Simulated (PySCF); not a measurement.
# One molecule, several mistakes: C2H7OSi

These are calculations, not measurements. The program is PySCF 2.14.0, an open-source quantum chemistry code, run on an isolated molecule that a program drew, which may never have been made. The molecule is C2H7OSi (charge 0, doublet), drawn as the SMILES string `CC[SiH]O`.

Each row is a Hartree-Fock (HF) and frozen-core CCSD(T) single point in the cc-pV(D+d)Z basis, meant for a local HF minimum. Run 1 is clean. Each other run has one planted mistake out of seven kinds, and not every kind appears here: one electron removed, one electron added, multiplicity raised by two, geometry at a saddle point, minimal basis STO-3G, one bond length entered in bohr, all coordinates scaled. The reference is restricted for singlets and unrestricted otherwise, and also for a bond in bohr. Adding or removing an electron swaps singlet and doublet. Electrons count all cores. HOMO and LUMO are orbital energies over both spins, the gradient is its largest component, and the lowest frequency (negative if imaginary) is given only where the gradient is small. Bond lengths are over the 10 bonds as drawn. T1 is the CCSD diagnostic: over 0.02 (restricted) or 0.045 (unrestricted) a single reference is doubtful.

Geometry of the clean run:
```xyz
11
C2H7OSi, angstrom
C     1.8361    0.7326   -2.7104
C     0.8792    0.0791   -1.7056
Si    0.0860   -1.5249   -2.2827
O     1.3228   -2.5978   -2.5599
H     2.6477    0.0532   -2.9780
H     1.3175    1.0089   -3.6322
H     2.2823    1.6405   -2.2978
H     1.4107   -0.1479   -0.7734
H     0.0745    0.7723   -1.4359
H    -0.8416   -2.0495   -1.2394
H     1.1120   -3.4596   -2.8857
```

| run | electrons | basis functions | <S^2> | HOMO (eV) | LUMO (eV) | gradient (hartree/bohr) | lowest frequency (cm^-1) | mean bond (Å) | longest bond (Å) | T1 | HF (hartree) | CCSD(T) (hartree) | mistake |
|---|---|---|---|---|---|---|---|---|---|---|---|---|---|
| 1 | 41 | 100 | 0.753 | -8.42 | 2.20 | 4.5e-05 | 85 | 1.2981 | 1.880 | 0.0121 | -443.62487 | -444.25025 | no fault |
| 2 | 41 | 100 | 1.761 | -8.39 | 1.74 | 4.4e-02 | - | 1.4346 | 2.898 | 0.0203 | -443.48488 | -444.07054 | one bond length entered in bohr |
| 3 | 41 | 100 | 3.768 | -2.72 | -2.60 | 1.1e-01 | - | 1.2981 | 1.880 | 0.0607 | -443.33132 | -443.96462 | multiplicity raised by two |
| 4 | 40 | 100 | 0.000 | -17.35 | -6.44 | 7.4e-02 | - | 1.2981 | 1.880 | 0.0171 | -443.35082 | -443.97890 | ? |
| 5 | 41 | 31 | 0.752 | -5.68 | 6.53 | 4.3e-02 | - | 1.2981 | 1.880 | 0.0120 | -438.30090 | -438.52535 | ? |

**Which mistake was planted in run 4, and what did it cost?**

It counts 40 electrons, one fewer than the clean run, at the same geometry and basis. So the mistake is: one electron removed. Subtracting run 1 and multiplying by 627.51 kcal/mol a hartree, the energy moved by 172.0 kcal/mol in HF and 170.3 kcal/mol in CCSD(T).

**Which mistake was planted in run 5, and what did it cost?**

It has 31 basis functions where the clean run has 100, with the same electrons and geometry. So the mistake is: minimal basis STO-3G. Subtracting run 1 and multiplying by 627.51 kcal/mol a hartree, the energy moved by 3340.8 kcal/mol in HF and 3592.4 kcal/mol in CCSD(T).

Cautions from the logs. Run 3: T1 is over the limit, so its CCSD(T) energy is less reliable.
